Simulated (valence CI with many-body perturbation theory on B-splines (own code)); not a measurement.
E1 line list for Hg73+

Calculated by valence CI with perturbative core correlation (CI+MBPT): five valence electrons over a frozen Dirac-Fock core [He], radial functions for each j: 11 s, 11 p, 10 d, 8 f, 5 g, 2 h, with the one-electron correlation potential Σ1 (screened to all orders), the two-electron term Σ2, the three-electron term Σ3, Breit, model QED; selected single and double excitations, second order for the rest, scaled by the run's own slope (own B-spline code, finite nucleus).

The last digits are not significant, and no measured levels were compared; by estimate large intervals hold to a few tenths of a per cent, small ones and those within an open d or f shell to about a per cent. Among the levels kept, up to 7500 cm⁻¹ of a level comes from second order outside the variational space, and about a tenth of that is noise between levels of different J, which matters for small intervals.

Lines 101 to 150 of 600 in falling wavelength, among levels below 15994 eV, chosen from the strongest by gf and those to the six lowest levels. Wavelengths and rates use the calculated energies. Electric multipoles are in the length gauge, E1 and E2 with the static RPA response of the core. Weak lines are less certain than strong ones. Lines between different terms over intervals too small for the method are left out, as are lines whose strength nearly cancels. The highest levels of a list are the least certain.

Levels are named by their leading jj configuration (3d3/2^4 stands for four electrons in 3d with j = 3/2), which in mixed levels can hold well under half, so a name can repeat and another be missing. Letters in brackets count levels of one name in rising energy.

| λ vac (nm) | Upper | Lower | A (s⁻¹) | S (a.u.) with core polarisation | S without |
| --- | --- | --- | --- | --- | --- |
| 1.755 | (2s 2p1/2 2p3/2^2 3d3/2) J=7/2 [c] | (2s 2p1/2 2p3/2^2 3p1/2) J=5/2 [c] | 1.77e+12 | 3.78e-02 | 3.78e-02 |
| 1.752 | (2s 2p1/2 2p3/2^2 3p3/2) J=3/2 [d] | (2s 2p1/2 2p3/2^2 3s) J=3/2 [d] | 6.39e+11 | 6.79e-03 | 6.79e-03 |
| 1.751 | (2s 2p1/2^2 2p3/2 3d3/2) J=7/2 | (2s 2p1/2^2 2p3/2 3p1/2) J=5/2 | 2.05e+12 | 4.35e-02 | 4.35e-02 |
| 1.751 | (2s 2p1/2 2p3/2^2 3p3/2) J=1/2 [b] | (2s 2p1/2 2p3/2^2 3s) J=1/2 [b] | 1.20e+12 | 6.34e-03 | 6.34e-03 |
| 1.750 | (2s^2 2p1/2 2p3/2 3p3/2) J=1/2 [a] | (2s^2 2p1/2 2p3/2 3s) J=1/2 | 2.05e+12 | 1.09e-02 | 1.09e-02 |
| 1.750 | (2s 2p1/2 2p3/2^2 3d3/2) J=5/2 [c] | (2s 2p1/2 2p3/2^2 3p1/2) J=3/2 [b] | 1.62e+12 | 2.56e-02 | 2.56e-02 |
| 1.750 | (2s 2p1/2 2p3/2^2 3p3/2) J=5/2 [d] | (2s 2p1/2 2p3/2^2 3s) J=5/2 [c] | 6.73e+11 | 1.07e-02 | 1.07e-02 |
| 1.749 | (2p1/2^2 2p3/2^2 3p3/2) J=7/2 | (2p1/2^2 2p3/2^2 3s) J=5/2 | 2.90e+12 | 6.13e-02 | 6.13e-02 |
| 1.749 | (2p1/2^2 2p3/2^2 3p3/2) J=5/2 | (2p1/2^2 2p3/2^2 3s) J=5/2 | 1.50e+12 | 2.37e-02 | 2.37e-02 |
| 1.748 | (2s 2p1/2 2p3/2^2 3d3/2) J=3/2 [a] | (2s 2p1/2 2p3/2^2 3p1/2) J=3/2 [a] | 1.71e+12 | 1.81e-02 | 1.81e-02 |
| 1.747 | (2s 2p1/2 2p3/2^2 3d3/2) J=9/2 | (2s 2p1/2 2p3/2^2 3p1/2) J=7/2 | 2.08e+12 | 5.47e-02 | 5.47e-02 |
| 1.747 | (2s 2p1/2 2p3/2^2 3d3/2) J=7/2 [a] | (2s 2p1/2 2p3/2^2 3p1/2) J=5/2 [a] | 1.94e+12 | 4.09e-02 | 4.09e-02 |
| 1.747 | (2s 2p1/2 2p3/2^2 3d3/2) J=3/2 [d] | (2s 2p1/2 2p3/2^2 3p1/2) J=3/2 [b] | 8.72e+11 | 9.17e-03 | 9.17e-03 |
| 1.746 | (2s 2p1/2 2p3/2^2 3p3/2) J=3/2 [b] | (2s 2p1/2 2p3/2^2 3s) J=5/2 [b] | 2.39e+12 | 2.51e-02 | 2.51e-02 |
| 1.746 | (2s^2 2p1/2 2p3/2 3d3/2) J=7/2 | (2s^2 2p1/2 2p3/2 3p1/2) J=5/2 | 2.10e+12 | 4.41e-02 | 4.41e-02 |
| 1.745 | (2s^2 2p3/2^2 3d3/2) J=1/2 | (2s^2 2p3/2^2 3p1/2) J=3/2 | 2.13e+12 | 1.12e-02 | 1.12e-02 |
| 1.745 | (2s 2p1/2 2p3/2^2 3d3/2) J=1/2 [a] | (2s 2p1/2 2p3/2^2 3p1/2) J=3/2 [a] | 2.18e+12 | 1.14e-02 | 1.14e-02 |
| 1.744 | (2s 2p1/2^2 2p3/2 3d3/2) J=1/2 [a] | (2s 2p1/2^2 2p3/2 3p1/2) J=3/2 [a] | 2.21e+12 | 1.16e-02 | 1.16e-02 |
| 1.743 | (2s^2 2p1/2 2p3/2 3d3/2) J=3/2 [a] | (2s^2 2p1/2 2p3/2 3p1/2) J=1/2 | 1.18e+12 | 1.23e-02 | 1.23e-02 |
| 1.743 | (2s^2 2p1/2 2p3/2 3p3/2) J=7/2 | (2s^2 2p1/2 2p3/2 3s) J=5/2 | 3.13e+12 | 6.54e-02 | 6.54e-02 |
| 1.743 | (2s 2p1/2 2p3/2^2 3d3/2) J=5/2 [d] | (2s 2p1/2 2p3/2^2 3p1/2) J=3/2 [c] | 1.80e+12 | 2.82e-02 | 2.82e-02 |
| 1.741 | (2s^2 2p3/2^2 3p3/2) J=7/2 | (2s^2 2p3/2^2 3s) J=5/2 | 3.22e+12 | 6.70e-02 | 6.70e-02 |
| 1.740 | (2s^2 2p3/2^2 3p3/2) J=5/2 | (2s^2 2p3/2^2 3s) J=5/2 | 1.68e+12 | 2.62e-02 | 2.62e-02 |
| 1.740 | (2s 2p1/2 2p3/2^2 3d3/2) J=3/2 [d] | (2s 2p1/2 2p3/2^2 3p1/2) J=1/2 [b] | 9.25e+11 | 9.61e-03 | 9.61e-03 |
| 1.738 | (2s^2 2p1/2 2p3/2 3p3/2) J=3/2 [a] | (2s^2 2p1/2 2p3/2 3s) J=1/2 | 9.34e+11 | 9.68e-03 | 9.68e-03 |
| 1.737 | (2s 2p1/2 2p3/2^2 3d3/2) J=5/2 [a] | (2s 2p1/2 2p3/2^2 3p1/2) J=3/2 [a] | 9.59e+11 | 1.49e-02 | 1.49e-02 |
| 1.736 | (2s 2p1/2 2p3/2^2 3p3/2) J=3/2 [d] | (2s 2p1/2 2p3/2^2 3s) J=3/2 [b] | 6.80e+11 | 7.02e-03 | 7.02e-03 |
| 1.735 | (2s 2p1/2 2p3/2^2 3p3/2) J=7/2 [a] | (2s 2p1/2 2p3/2^2 3s) J=5/2 [a] | 2.90e+12 | 5.97e-02 | 5.97e-02 |
| 1.734 | (2s^2 2p1/2 2p3/2 3p3/2) J=5/2 [a] | (2s^2 2p1/2 2p3/2 3s) J=3/2 [a] | 3.18e+12 | 4.90e-02 | 4.90e-02 |
| 1.731 | (2s 2p1/2 2p3/2^2 3p3/2) J=9/2 | (2s 2p1/2 2p3/2^2 3s) J=7/2 | 2.99e+12 | 7.64e-02 | 7.64e-02 |
| 1.730 | (2s 2p1/2^2 2p3/2 3d3/2) J=1/2 [b] | (2s 2p1/2^2 2p3/2 3p1/2) J=1/2 | 1.89e+12 | 9.65e-03 | 9.65e-03 |
| 1.730 | (2s 2p1/2 2p3/2^2 3p3/2) J=5/2 [d] | (2s 2p1/2 2p3/2^2 3s) J=3/2 [c] | 2.21e+12 | 3.39e-02 | 3.39e-02 |
| 1.729 | (2s 2p1/2^2 2p3/2 3p3/2) J=5/2 [a] | (2s 2p1/2^2 2p3/2 3s) J=3/2 [a] | 1.30e+12 | 1.99e-02 | 1.99e-02 |
| 1.729 | (2s 2p1/2 2p3/2^2 3p3/2) J=3/2 [d] | (2s 2p1/2 2p3/2^2 3s) J=1/2 [b] | 1.36e+12 | 1.39e-02 | 1.39e-02 |
| 1.726 | (2s 2p1/2 2p3/2^2 3p3/2) J=3/2 [c] | (2s 2p1/2 2p3/2^2 3s) J=1/2 [a] | 2.98e+12 | 3.02e-02 | 3.02e-02 |
| 1.726 | (2s 2p1/2 2p3/2^2 3p3/2) J=7/2 [b] | (2s 2p1/2 2p3/2^2 3s) J=7/2 | 1.82e+12 | 3.69e-02 | 3.69e-02 |
| 1.726 | (2s 2p1/2 2p3/2^2 3p3/2) J=5/2 [a] | (2s 2p1/2 2p3/2^2 3s) J=5/2 [a] | 1.73e+12 | 2.63e-02 | 2.63e-02 |
| 1.725 | (2s 2p1/2^2 2p3/2 3p3/2) J=7/2 | (2s 2p1/2^2 2p3/2 3s) J=5/2 | 3.02e+12 | 6.13e-02 | 6.13e-02 |
| 1.725 | (2s^2 2p1/2 2p3/2 3d3/2) J=1/2 [a] | (2s^2 2p1/2 2p3/2 3p1/2) J=1/2 | 1.92e+12 | 9.74e-03 | 9.74e-03 |
| 1.720 | (2s 2p1/2 2p3/2^2 3p3/2) J=5/2 [e] | (2s 2p1/2 2p3/2^2 3s) J=5/2 [c] | 5.86e+11 | 8.83e-03 | 8.83e-03 |
| 1.719 | (2s 2p1/2 2p3/2^2 3d3/2) J=7/2 [b] | (2s 2p1/2 2p3/2^2 3p1/2) J=7/2 | 1.20e+12 | 2.41e-02 | 2.41e-02 |
| 1.718 | (2s 2p1/2^2 2p3/2 3p3/2) J=1/2 [a] | (2s 2p1/2^2 2p3/2 3s) J=3/2 [a] | 2.76e+12 | 1.38e-02 | 1.38e-02 |
| 1.717 | (2s 2p1/2 2p3/2^2 3p3/2) J=3/2 [e] | (2s 2p1/2 2p3/2^2 3s) J=3/2 [d] | 9.22e+11 | 9.21e-03 | 9.21e-03 |
| 1.712 | (2s^2 2p3/2^2 3p3/2) J=3/2 [b] | (2s^2 2p3/2^2 3s) J=1/2 | 2.92e+12 | 2.89e-02 | 2.89e-02 |
| 1.707 | (2s 2p1/2 2p3/2^2 3p3/2) J=5/2 [e] | (2s 2p1/2 2p3/2^2 3s) J=3/2 [d] | 9.77e+11 | 1.44e-02 | 1.44e-02 |
| 1.707 | (2s 2p1/2 2p3/2^2 3d3/2) J=3/2 [e] | (2s 2p1/2 2p3/2^2 3p1/2) J=3/2 [c] | 7.24e+11 | 7.11e-03 | 7.11e-03 |
| 1.707 | (2s 2p1/2 2p3/2^2 3d3/2) J=5/2 [b] | (2s 2p1/2 2p3/2^2 3p1/2) J=7/2 | 5.89e+11 | 8.67e-03 | 8.67e-03 |
| 1.707 | (2s 2p1/2^2 2p3/2 3p3/2) J=3/2 [b] | (2s 2p1/2^2 2p3/2 3s) J=3/2 [b] | 1.46e+12 | 1.43e-02 | 1.43e-02 |
| 1.706 | (2s^2 2p1/2 2p3/2 3d3/2) J=5/2 [b] | (2s^2 2p1/2 2p3/2 3p1/2) J=5/2 | 7.94e+11 | 1.17e-02 | 1.17e-02 |
| 1.706 | (2s^2 2p1/2^2 3p3/2) J=3/2 | (2s^2 2p1/2^2 3s) J=1/2 | 3.37e+12 | 3.30e-02 | 3.30e-02 |
